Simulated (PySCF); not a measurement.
A GIAO shielding run with PySCF 2.14 (density fitting, non-relativistic, gas phase) on `N#CCS[SiH2][SiH2][SiH3]`, C2H9NSSi3:

```
$ OMP_NUM_THREADS=1 python probes_run.py task.json out

{"job": {"kind": "nmr", "xc": "PBE0", "basis": "pcSseg-1"}, "charge": 0, "multiplicity": 1}
N     -3.022212    -0.702377    -1.128396
C     -2.534534     0.120639    -0.500948
C     -1.896533     1.101870     0.320971
S     -1.437145     0.382917     1.953234
Si    -0.408620    -1.440644     1.363309
Si     1.157151    -0.938507    -0.276829
Si     2.439597     0.967257     0.097011
H     -2.582808     1.921755     0.537872
H     -0.996717     1.485993    -0.165206
H      0.128772    -1.800737     2.671873
H     -1.479973    -2.383707     1.049625
H      0.447831    -0.832076    -1.563754
H      1.995416    -2.137765    -0.412279
H      3.418248     0.758740     1.164194
H      1.595450     2.096071     0.505867
H      3.168478     1.409514    -1.092989
```

Hardware: 1 thread of an Arm Neoverse N1, shared host. The job also computes population analyses, field gradients.

(1) How large is the calculation?

(2) How long does it take, and how much memory does it need?

Results:

(1) 86 electrons, 192 basis functions and 1088 auxiliary functions.

(2) 57 s of wall time, with 14 SCF cycles and 5 response iterations; peak memory 0.8 GiB. Times on a shared host scatter by some tens of per cent.
